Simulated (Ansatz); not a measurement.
**Telling isomers of CH4BrGe apart by their spectra**

These gas-phase data were calculated for one isomer of CH4BrGe at B3LYP-D3(BJ)/def2-SVP (harmonic, unscaled wavenumbers; equilibrium rotational constants with average atomic masses):

| Property | Result |
| --- | --- |
| rotational constants | 10.8, 1.845, 1.609 GHz |
| all wavenumbers above 1500 cm⁻¹ | 3162, 3142, 3038, 2010 |
| dipole moment | 2.47 D (PBE0/def2-TZVPD) |

Candidates:

(1) `[CH3][GeH][Br]`, a doublet
(2) `[CH2][GeH2][Br]`, a doublet

Which candidate do the data belong to?

Candidate (1). 1 mode lies between 1900 and 2250 cm⁻¹, one for each Ge–H bond, while (2) has 2.

The same quantities for all candidates:

```tsv
	rotational constants (GHz)	wavenumbers above 1500 cm⁻¹	dipole (D)	E above the lowest, B3LYP-D3(BJ)/def2-SVP (kcal/mol)
(1)	10.8, 1.845, 1.609	3162, 3142, 3038, 2010	2.47	0.0
(2)	11.08, 1.857, 1.642	3252, 3133, 2157, 2148	2.38	22.4
```

Harmonic stretches to hydrogen usually lie a few per cent above observed fundamentals. Each candidate is one conformer. Open shells are spin-unrestricted. Programs: Ansatz 0.2.0.
